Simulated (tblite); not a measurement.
C4H15NSi2.
SMILES with atom numbers: `[CH3:1][C:2]([CH3:3])([CH3:4])[NH:5][SiH2:6][SiH3:7]` (hydrogens: H8, H9, H10 on C1; H11, H12, H13 on C3; H14, H15, H16 on C4; H17 on N5; H18, H19 on Si6; H20, H21, H22 on Si7)

The geometry is computed with GFN2-xTB (gas phase).

**Question.** Give the optimised bond lengths and angles.

**Answer.** 
```tsv
bond	length (bohr)	order
C1–C2	2.901	single
C2–C3, C2–C4	2.890	single
C2–N5	2.744	single
N5–Si6	3.245	single
Si6–Si7	4.340	single
C1–H8 and 8 like bonds	2.055	single
N5–H17	1.908	single
Si6–H18, Si6–H19	2.791	single
Si7–H20, Si7–H21, Si7–H22	2.770	single
```

Bonds in one row agree within 0.02 bohr and their mean is given. Orders are formal, as drawn. A selection of angles:
```tsv
angle	degrees
C2–C1–H8	110.4
C2–C1–H10	110.7
H8–C1–H9	108.4
H8–C1–H10	108.6
C1–C2–C3	109.6
C1–C2–N5	110.1
C3–C2–N5	108.1
C2–N5–Si6	128.2
C2–N5–H17	110.0
Si6–N5–H17	116.9
N5–Si6–Si7	106.3
N5–Si6–H18	113.3
N5–Si6–H19	107.6
Si7–Si6–H18	111.7
Si7–Si6–H19	113.8
H18–Si6–H19	104.4
Si6–Si7–H20	113.6
Si6–Si7–H21	110.5
Si6–Si7–H22	114.7
H20–Si7–H21	105.9
```

Dihedral angles: C1–C2–N5–Si6 -86° (synclinal); C2–N5–Si6–Si7 171° (antiperiplanar). The mirror-image conformer, all signs reversed, is as good.

Si6 (SiH2 silicon) is distorted tetrahedral (angles from 104.4° to 113.8°). Of the pairs four or more bonds apart, Si6···H14 is among the closest relative to their van der Waals radii: 2.86 Å, 87 % of the sum of Bondi's values. Si7 (SiH3 silicon) is distorted tetrahedral (angles from 105.2° to 114.7°). N5 (silicon-bound nitrogen) has angles 128.2°, 116.9° and 110.0°, sum 355.1°, 0.17 Å off the plane of its three neighbours.

Point group: C1 (no symmetry element, even within 0.4 Å). Its GFN2-xTB frequencies are all real (lowest 23 cm⁻¹). The numbers are those of one conformer.
